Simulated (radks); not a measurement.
The numbers below are computed, except where a source is named.
Q: The mean radii <r> (bohr) of the occupied orbitals of an atom or ion are listed with their occupations. Level of theory: Dirac Kohn-Sham, relativistic LDA (MacDonald-Vosko exchange, VWN5 correlation), spin-unpolarised, spherical densities, finite nucleus; Fermi nuclear charge, rms radius of each element as measured or else 0.836 A^(1/3) + 0.57 fm (a radial shooting solver on a logarithmic mesh with Libxc functionals).

| orbital | occ. | <r> |
|---|---|---|
| 1s1/2 | 2 | 0.02916 |
| 2s1/2 | 2 | 0.1255 |
| 2p1/2 | 2 | 0.1060 |
| 2p3/2 | 4 | 0.1114 |
| 3s1/2 | 2 | 0.3400 |
| 3p1/2 | 2 | 0.3304 |
| 3p3/2 | 4 | 0.3415 |
| 3d3/2 | 4 | 0.3124 |
| 3d5/2 | 6 | 0.3159 |
| 4s1/2 | 2 | 0.8037 |
| 4p1/2 | 2 | 0.8403 |
| 4p3/2 | 4 | 0.8660 |
| 4d3/2 | 4 | 0.9761 |
| 4d5/2 | 3 | 0.9851 |

Name the element and its charge. Open shells, if any, fill j = l - 1/2 first.

A: Z = 50, tin, charge +7: Sn7+ in [Kr] 4d7. The 1s radius gives Z: for a bare nucleus <r> = (2 gamma + 1)/(2Z) with gamma = sqrt(1 - (Z/c)^2), 0.02862 bohr for Z = 50, and screening makes it slightly larger (0.02916 here). The occupations add up to 43, and the charge is Z minus that.
